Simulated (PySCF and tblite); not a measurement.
Values are calculated unless marked as measured or tabulated.
**C₁₁H₁₄S, numbered as in [CH3:1][CH:2]([CH3:3])[c:4]1[cH:5][cH:6][c:7]2[c:8]([cH:9]1)[C@H:10]([SH:11])[CH2:12]2: conformational analysis**

The ensemble was built from 90 distance-geometry starts (ETKDG and KDG, MMFF94s, GFN2-xTB) and rests on GFN2-xTB geometries. Energies: PBE-D3(BJ)/6-31G*, with GFN2-xTB thermal terms (modes under about 100 cm⁻¹ blended into free rotors). Symmetry numbers and mirror images are counted. Conformers within 2.5 kcal/mol (GFN2-xTB free energy) were kept, 4 at most. GIAO shieldings: PW91/6-31G*. Programs: PySCF with density fitting and tblite.

Torsions listed: C1–C2–C4–C5, C12–C10–S11–H11. The 4-ring runs over atoms 7–8–10–12.

| conformer | shape | symmetry | E(GFN2) kcal/mol | E(DFT) kcal/mol | G(298.15 K) kcal/mol | weight % | dipole D |
| --- | --- | --- | --- | --- | --- | --- | --- |
| 1 | 4-ring flat; -120°, 58° | C1 | 0.00 | 0.00 | 0.00 | 47.0 | 1.96 |
| 2 | 4-ring flat; 61°, 58° | C1 | 0.11 | 0.14 | 0.13 | 37.5 | 1.98 |
| 3 | 4-ring flat; -119°, 159° | C1 | 1.60 | 1.40 | 1.00 | 8.7 | 1.96 |
| 4 | 4-ring flat; 61°, 158° | C1 | 1.64 | 1.54 | 1.14 | 6.8 | 1.98 |

Weights (%) against temperature:

| T (K) | 1 | 2 | 3 | 4 | S(mix) cal/mol/K |
| --- | --- | --- | --- | --- | --- |
| 250 | 50.7 | 38.3 | 6.3 | 4.7 | 2.04 |
| 298.15 | 47.0 | 37.5 | 8.7 | 6.8 | 2.22 |
| 350 | 43.7 | 36.3 | 11.0 | 9.0 | 2.36 |

Coordinates of conformer 1 (Å):

```xyz
26

C    -2.339    0.618    1.694
C    -2.184    0.464    0.180
C    -2.976   -0.744   -0.327
C    -0.729    0.347   -0.207
C    -0.164    1.291   -1.058
C     1.172    1.254   -1.462
C     1.914    0.216   -0.962
C     1.351   -0.743   -0.117
C     0.043   -0.712    0.288
C     2.645   -1.503   -0.004
S     3.351   -1.657    1.669
C     3.279   -0.424   -0.929
H    -3.385    0.766    1.951
H    -1.982   -0.269    2.213
H    -1.770    1.475    2.049
H    -2.594    1.362   -0.296
H    -2.627   -1.660    0.143
H    -4.033   -0.623   -0.100
H    -2.862   -0.847   -1.404
H    -0.789    2.095   -1.421
H     1.574    2.008   -2.121
H    -0.376   -1.453    0.951
H     2.639   -2.517   -0.402
H     3.119   -0.395    2.026
H     4.057    0.172   -0.454
H     3.646   -0.799   -1.884
```

For its torsions the set is small; conformers may be missing.
